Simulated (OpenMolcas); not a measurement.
## GeN2H4: a line through the functionals

GeN2H4: 7 atoms, total charge 0, spin state singlet. As SMILES, `[NH2][Ge][NH2]`. The shape is that of a PBE0-D4/def2-TZVP optimisation. This is one conformer, not always the lowest.

The HOMO–LUMO gap y, in eV, basis def2-SVPD; a is the functional's share of exact exchange. Programs: OpenMolcas 26.06.

```
functional     program     a  y (eV)
       PBE  OpenMolcas     0    4.24
    revPBE  OpenMolcas     0    4.25
     B3LYP  OpenMolcas   0.2       ?
      PBE0  OpenMolcas  0.25    6.17
     BHLYP  OpenMolcas   0.5    8.01
```

**Question.** Fit y = c + s·a to the known rows and predict B3LYP.

**Answer.** 
1. Means of the 4 rows: a = 0.1875, y = 5.668.
2. Σ(Δa)² = 0.17188, Σ(Δa·Δy) = 1.2969, so the slope is 1.2969/0.17188 = 7.5454.
3. Intercept: 5.668 − (7.5454) × 0.1875 = 4.253. The largest residual of the fit is 0.031.
4. B3LYP: 4.253 + (7.5454) × 0.2 = 5.76 eV.

The run gave 5.81 eV, so the prediction is off by -0.05 eV, more than the largest residual. Exact exchange lowers occupied levels and raises empty ones.
